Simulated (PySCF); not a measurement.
29Si chemical shifts

- σ from GIAO-PBE0/pcSseg-1
- GFN2-xTB structure
- program: PySCF 2.14.0 with density-fitted response routines
- averaged over atoms made equivalent by symmetry, fast rotation or ring inversion, single conformer, non-relativistic Hamiltonian, no solvent model

Shieldings were converted by a linear fit to measured shifts: 29Si (scatter 8.9 ppm rms, 25.8 ppm with the 6 outliers that the fit left out vs TMS, solution or neat liquid). Occasional misses reach two or three times the rms, and more in compound classes unlike the fitted ones.

**Question.** Give the 29Si shifts of `COC[Si]1(C#N)[SiH2]C[SiH2]1`, `CP1(=N[SiH3])CCSCC1`.

**Answer.** 
```tsv
compound	environment	δ (ppm)
[CH3:1][O:2][CH2:3][Si:4]1([C:5]#[N:6])[SiH2:7][CH2:8][SiH2:9]1	Si4: silicon bonded to 2 C, 2 Si, in a 4-membered ring	-29.8
[CH3:1][O:2][CH2:3][Si:4]1([C:5]#[N:6])[SiH2:7][CH2:8][SiH2:9]1	Si7/9: silicon bonded to C, Si, 2 H, in a 4-membered ring (×2)	-43.8
CP1(=N[SiH3])CCSCC1	silicon bonded to N, 3 H	-65.4
```

**Question.** Order these by 29Si shift, lowest first.
A. NCC[Si@@H]1CCC(=O)O1
B. CCOC([SiH3])([SiH3])[SiH3]
C. [SiH3]c1cpco1

**Answer.** C (-75.2 ppm, silicon bonded to C, 3 H), B (-63.0 ppm, silicon bonded to C, 3 H), A (12.0 ppm, silicon bonded to 2 C, O, H, in a 5-membered ring).
